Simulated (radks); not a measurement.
Question: The lutetium ion Lu18+, [Kr] 4d10 4f7. All-electron calculation, non-relativistic Kohn-Sham, exchange-only B88, spin-polarised, spherical densities, point nucleus. Program: a radial shooting solver on a logarithmic mesh with Libxc functionals. Every spin shell is full or empty, so the densities are truly spherical. Functionals are evaluated on that one density, not self-consistently. Rank these exchange functionals by their error against the exact value of the orbitals, and give that value: LDA, revPBE, RPBE, PW91, OPTX, WC, AM05, EV93, MVS.

Answer: Exact: -267.741 hartree. From best to worst, with 100 (|E| - |E exact|)/|E exact| (equal figures are ties): MVS +0.02, PW91 -0.09, RPBE -0.30, revPBE -0.35, EV93 -0.43, WC -0.83, OPTX +1.63, AM05 -4.05, LDA -4.35.
